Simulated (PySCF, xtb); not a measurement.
CH₈FNOSi₂, SMILES N[SiH2][Si@@H](O)CF. The values are those of a single conformer.

Harmonic wavenumbers (cm⁻¹) from xtb 6.7.1 with GFN2-xTB at its own minimum, in rising order: 20, 41, 90, 130, 154, 181, 206, 286, 311, 414, 443, 558, 613, 621, 675, 682, 718, 752, 776, 800, 823, 856, 891, 1028, 1207, 1281, 1456, 1529, 2133, 2186, 2224, 2926, 2941, 3471, 3502, 3633.

Problem. What does PBE0-D3(BJ)/def2-SVP in PySCF 2.14.0 give at its own minimum? (Estimate from the structure and the level; the computed values follow.)

Solution. 35, 46, 90, 101, 141, 166, 240, 252, 317, 408, 451, 472, 641, 689, 713, 744, 829, 840, 846, 879, 911, 923, 932, 1075, 1231, 1298, 1457, 1549, 2181, 2203, 2234, 3048, 3112, 3599, 3698, 3926. Paired by order, the mean absolute difference is 58 cm⁻¹ and the zero-point energies are 58.0 and 60.4 kcal/mol.
